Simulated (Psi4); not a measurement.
Interaction energy of CH3F ··· BF3 (SMILES CF and FB(F)F). Monomers: optimised at B3LYP-D3(BJ) (def2-TZVP), held rigid. Orientation: lowest of the rigid-body minima from ten starts at GFN2-xTB (searched outside a hard wall at short contacts). The monomers approach along the line of their centres of mass (distance R); nothing else relaxes. The shortest distances reach bonding range, where SAPT0 and rigid monomers are unreliable.

- PBE/def2-TZVP, counterpoise-corrected (Psi4)
- PBE-D3(BJ)/def2-TZVP, counterpoise-corrected (Psi4)
- SAPT0/jun-cc-pVDZ, frozen core (Psi4)

Interaction energies in kJ/mol; the last columns give the difference from SAPT0:

| R / Å | PBE/def2-TZVP | PBE-D3(BJ)/def2-TZVP | SAPT0/jun-cc-pVDZ | PBE/def2-TZVP − SAPT0/jun-cc-pVDZ | PBE-D3(BJ)/def2-TZVP − SAPT0/jun-cc-pVDZ |
|---|---|---|---|---|---|
| 2.09 | 76.96 | 71.00 | 49.21 | 27.75 | 21.78 |
| 2.27 | 29.80 | 24.14 | 8.97 | 20.83 | 15.17 |
| 2.46 | 5.17 | -0.01 | -9.84 | 15.02 | 9.83 |
| 2.70 | -7.36 | -11.88 | -17.43 | 10.07 | 5.55 |
| 2.93 | -10.45 | -14.30 | -17.64 | 7.19 | 3.34 |
| 3.12 | -10.27 | -13.58 | -15.88 | 5.61 | 2.29 |
| 3.42 | -8.38 | -10.91 | -12.29 | 3.91 | 1.38 |
| 3.73 | -6.22 | -8.06 | -9.01 | 2.79 | 0.95 |
| 4.23 | -3.66 | -4.72 | -5.43 | 1.77 | 0.71 |
| 4.90 | -1.83 | -2.32 | -2.93 | 1.11 | 0.61 |
| 5.90 | -0.77 | -0.95 | -1.36 | 0.58 | 0.41 |
| 7.17 | -0.34 | -0.40 | -0.61 | 0.27 | 0.21 |

PBE/def2-TZVP is furthest from SAPT0/jun-cc-pVDZ at 2.09 (27.75 kJ/mol, above); its mean absolute difference over the points is 8.07 kJ/mol.

PBE-D3(BJ)/def2-TZVP is furthest from SAPT0/jun-cc-pVDZ at 2.09 (21.78 kJ/mol, above); its mean absolute difference over the points is 5.19 kJ/mol.
